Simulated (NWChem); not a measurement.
InSi₂H₇; SMILES [SiH3][InH][SiH3]

No frequency run checked for a minimum. def2 effective core potentials on In; no spin-orbit coupling.

### Question
Give the equilibrium geometry at PBE0/def2-SVP with def2 effective core potentials on In (NWChem) as an XYZ file, with the point group.

### Answer
point group Cs; any orientation.
```
10

In    -0.5847     0.0015     0.0000
H     -2.3269    -0.0079     0.0000
Si     0.6314     0.0030    -2.2903
H      0.1971     1.1758    -3.1163
H      2.1213     0.0609    -2.1646
H      0.2876    -1.2362    -3.0606
Si     0.6314     0.0030     2.2903
H      0.1971     1.1758     3.1163
H      0.2876    -1.2362     3.0606
H      2.1213     0.0609     2.1646
```
